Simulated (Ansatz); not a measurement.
Species: CH6BO3, net charge 1, singlet state. It need not be the lowest isomer of its formula. SMILES: B(O)(OC)[OH2+]
Structure (B3LYP-D3(BJ)/def2-TZVP (Ansatz, an electronic-structure program) minimum search):
```xyz
11

C     -2.0193    -0.2165    -0.3495
O     -0.6152    -0.5840    -0.3873
B      0.3735     0.1220     0.1101
O      0.5815     1.2659     0.7523
O      1.6847    -0.5708    -0.1131
H     -2.3821    -0.2885     0.6738
H     -2.1493     0.7908    -0.7422
H     -2.5403    -0.9287    -0.9802
H     -0.1596     1.8366     0.9851
H      1.7411    -1.4197    -0.5829
H      2.5307    -0.1900     0.1773
```
Charge +1, spin multiplicity 1.

Parts of the frozen-core correlation energy in cc-pVTZ (Ansatz, hartree). Frozen orbitals: 5; correlated occupied orbitals by spin: 15 and 15; virtual: 214 and 214. Spin-orbit coupling is left out. No relativistic terms.

```tsv
term	value
reference (HF)	-290.63931
MP2 opposite-spin	(withheld)
MP2 same-spin	-0.24112
CCSD correlation	(withheld)
(T)	(withheld)
T1 diagnostic	0.011
largest doubles amplitude	0.021
```

What belongs in the gaps?


- MP2 opposite-spin, value: -0.73791
- CCSD correlation, value: -1.00306
- (T), value: -0.03535
